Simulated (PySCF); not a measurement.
Level of theory: B3LYP-D3(BJ)/def2-TZVP (PySCF). All species are isolated molecules in the gas phase. B3LYP has the VWN-RPA correlation part, as in Gaussian. Excitations are Tamm–Dancoff values on a coarser integration grid. The basis has no diffuse functions, so Rydberg states are missing or too high.

Reference species (SMILES): `C1=[SiH]B1` (neutral, multiplicity 1).

```json
{
  "T1 excitation (TDA)": "3.36 eV",
  "HOMO–LUMO gap": "5.15 eV",
  "dipole_moment": "1.36 D"
}
```

Changed species: `B1=C[SiH2]1`.

Task: Predict the effect on the T1 excitation (TDA), HOMO–LUMO gap and dipole moment.

Result: the T1 excitation (TDA) decreases by 0.87 eV, to 2.49 eV; the HOMO–LUMO gap falls by 0.99 eV, to 4.16 eV; the dipole moment drops by 0.08 D, to 1.28 D.
